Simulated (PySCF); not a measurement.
B2Cl3, SMILES Cl[B]B(Cl)Cl, multiplicity 2. Atoms are numbered in the order given.

```xyz
5

Cl     0.0000     0.0000     2.7265
B      0.0000     0.0000     1.0391
B      0.0000     0.0000    -0.5566
Cl     0.0000    -1.5424    -1.4342
Cl     0.0000     1.5424    -1.4342
```
Charge 0, spin multiplicity 2.

Geometry: B3LYP-D3(BJ)/def2-SVP. The isomer is the one that the SMILES or the coordinates give; other isomers of the formula were not compared. One conformer was computed; it need not be the lowest.

These are PBE/pcH-1 run with PySCF values and carry that method's errors.

Unrestricted Kohn–Sham, ⟨S²⟩ = 0.753. Hyperfine tensors hold the contact and dipolar terms, without spin-orbit corrections.

Computed hyperfine couplings:
```tsv
nucleus	A(iso) (MHz)	A(iso) (G)	dipolar principal values (MHz)
35Cl no. 1	2.0	0.7	-17.5, -16.4, 33.9
11B no. 2	24.2	8.6	-34.8, -34.8, 69.6
11B no. 3	-14.1	-5.0	-17.3, -14.7, 31.9
35Cl no. 4	1.3	0.5	-14.4, -11.7, 26.1
35Cl no. 5	1.3	0.5	-14.4, -11.7, 26.1
```

Task: And the g tensor (effective nuclear charges for spin-orbit coupling, GIAO)? (The exact figures need the calculation; the answer reports its results.)

Result: principal values 1.9989, 2.0013, 2.0118; isotropic 2.0040.
